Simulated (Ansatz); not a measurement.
**Ligand exchange: GeH2(CH3)(SH) + BH(CH3)(SH) → GeH2(SH)2 + BH(CH3)2**

Species: GeH2(CH3)(SH), singlet; BH(CH3)(SH), singlet; GeH2(SH)2, singlet; BH(CH3)2, singlet. The partners trade CH3 for SH: Ge–CH3 and B–SH bonds give way to Ge–SH and B–CH3.

Shapes, held fixed at every level: PBE0-D4/def2-TZVP. Flexible molecules stand in one conformer, not always the lowest. Programs: Ansatz 0.2.0. The zero-point and thermal change to 298 K, harmonic and unscaled (PBE0-D4/def2-TZVP), is -2.6 kJ/mol.

Q: Estimate ΔH(298 K) of this reaction.

A: The highest level, CCSD(T)/def2-TZVPP, gives ΔH(298 K) = +37.3 kJ/mol; the levels span +27.5 to +40.5. The column of differences is taken from that level and isn't an error. No measured value is set beside it here. Relativity is left out for Ge. Outer-core shells of Ge are correlated, in sets that cover them unevenly. Times are processor times on shared x86 and Arm servers, and rough.

| level | kind | ΔH(298 K) (kJ/mol) | less CCSD(T)/def2-TZVPP | CPU time (sum over the molecules) |
| --- | --- | --- | --- | --- |
| r2SCAN-D4/def2-TZVPP | meta-GGA | +32.0 | -5.3 | 35 s |
| BHLYP-D4/def2-TZVPP | global hybrid | +27.5 | -9.8 | 24 s |
| r2SCAN0-D4/def2-TZVPP | global hybrid | +31.3 | -6.0 | 39 s |
| wB97X-V/def2-TZVPP | range-separated hybrid | +31.8 | -5.5 | 60 s |
| CCSD/def2-SVP | coupled cluster or CI | +40.5 | +3.2 | – |
| CCSD/def2-TZVPP | coupled cluster or CI | +35.4 | -1.9 | – |
| CCSD(T)/def2-TZVPP | coupled cluster or CI | +37.3 | 0.0 | 4.3 min |
